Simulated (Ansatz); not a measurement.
The lowest singlet and triplet of ClHSi (SMILES [SiH]Cl); geometries from B3LYP-D3(BJ)/def2-TZVP, each state relaxed from the structure named, with no frequency check.
Singlet (charge 0, multiplicity 1):
```xyz
3

Si    -0.93640     0.59509     0.00000
Cl     0.87760    -0.45144     0.00000
H     -1.80954    -0.65673     0.00000
```

A positive gap puts the triplet lower; no zero-point energy. R- takes a restricted singlet. U- takes an unrestricted singlet (broken symmetry where lower, unprojected). The triplet is unrestricted in single-reference levels. Active spaces average the two states.

Cores are frozen in the correlated methods.

Run with Ansatz (a program for electronic structure) with Gaussian orbitals. Each number belongs to the level named beside it.

One of these levels gives -1.876 eV for the gap E(singlet) − E(triplet), vertical, at the singlet's geometry. Which?
(A) R-wB97M-V/def2-TZVPP
(B) SA-CASSCF(2,2)/cc-pV(D+d)Z
(C) U-CCSD/cc-pV(D+d)Z (spin-contaminated)
(D) R-HF/cc-pV(T+d)Z

A, R-wB97M-V/def2-TZVPP. The others give -1.029 (R-HF/cc-pV(T+d)Z), -1.652 (U-CCSD/cc-pV(D+d)Z (spin-contaminated)), -1.505 (SA-CASSCF(2,2)/cc-pV(D+d)Z)

Doubts at one or more of the structures used: a restricted determinant that unrestricted orbitals would lower (R-HF/cc-pV(T+d)Z); T1 above 0.05 (U-CCSD/cc-pV(D+d)Z (spin-contaminated)).
